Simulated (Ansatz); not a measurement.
Reactions of H$_{5}$InOSi, SMILES `[SiH3][O][InH2]`.

Isolated molecules relaxed with PBE0-D4/def2-TZVP in Ansatz; ΔE leaves out vibrations. CCSD(T)/CBS adds triple-zeta CCSD(T) − MP2 to the extrapolated MP2 energy (def2 sets, frozen cores). This one scheme is used for every species, atoms too. Double bonds are as drawn, so ΔE can hold a change between cis and trans. Functionals use def2-TZVPP. B3LYP here is the variant with VWN-RPA as its local correlation; programs differ in this. No spin–orbit coupling; open shells (•) take unrestricted orbitals. Spin–orbit coupling would lower the free atoms: a little for O, Si; strongly for In. def2 core potentials past Kr. For Ga, In outer-core shells are correlated without core-valence functions, so the limit isn't a true one: a few kJ/mol of doubt a bond, and 10 to 20 or more in all where bonds break to atoms. Scalar relativity is left out up to krypton. Each species was taken in one conformer, which may not be the lowest.

```json
{"reaction": "`[SiH3][O][InH2]` → `[OH][InH2]` + `[SiH2]`", "ωB97M-V (kJ/mol)": "336", "B3LYP-D4 (kJ/mol)": "337", "CCSD(T)/CBS(def2) (kJ/mol)": "343"}
{"reaction": "`[SiH3][O][InH2]` + H₂S → `[SH][InH2]` + `O[SiH3]`", "ωB97M-V (kJ/mol)": "-42", "B3LYP-D4 (kJ/mol)": "-39", "CCSD(T)/CBS(def2) (kJ/mol)": "-37"}
{"reaction": "`[SiH3][O][InH2]` + `CBN[SiH3]` → `CBN([SiH3])[SiH3]` + `[OH][InH2]`", "ωB97M-V (kJ/mol)": "69", "B3LYP-D4 (kJ/mol)": "70", "CCSD(T)/CBS(def2) (kJ/mol)": "69"}
{"reaction": "`[SiH3][O][InH2]` + `C/C(Cl)=C/F` → `C/C(Cl)=C(\\F)[SiH3]` + `[OH][InH2]`", "ωB97M-V (kJ/mol)": "107", "B3LYP-D4 (kJ/mol)": "108", "CCSD(T)/CBS(def2) (kJ/mol)": "110"}
{"reaction": "`[SiH3][O][InH2]` + `C=NCO` → `C=NCO[SiH3]` + `[OH][InH2]`", "ωB97M-V (kJ/mol)": "16", "B3LYP-D4 (kJ/mol)": "14", "CCSD(T)/CBS(def2) (kJ/mol)": "18"}
{"reaction": "`[SiH3][O][InH2]` → H• + `[SiH3][O][InH]`•", "ωB97M-V (kJ/mol)": "308", "B3LYP-D4 (kJ/mol)": "293", "CCSD(T)/CBS(def2) (kJ/mol)": "312"}
{"reaction": "`[SiH3][O][InH2]` → 5 H• + In• + O• + Si•", "ωB97M-V (kJ/mol)": "2257", "B3LYP-D4 (kJ/mol)": "2231", "CCSD(T)/CBS(def2) (kJ/mol)": "2272"}
{"reaction": "`[SiH3][O][InH2]` + `[NH2][GaH][OH]` → `[OH][GaH][NH][InH2]` + `O[SiH3]`", "ωB97M-V (kJ/mol)": "29", "B3LYP-D4 (kJ/mol)": "30", "CCSD(T)/CBS(def2) (kJ/mol)": "26"}
```

Largest T1 diagnostic: 0.019, for `[SiH3][O][InH]`•.
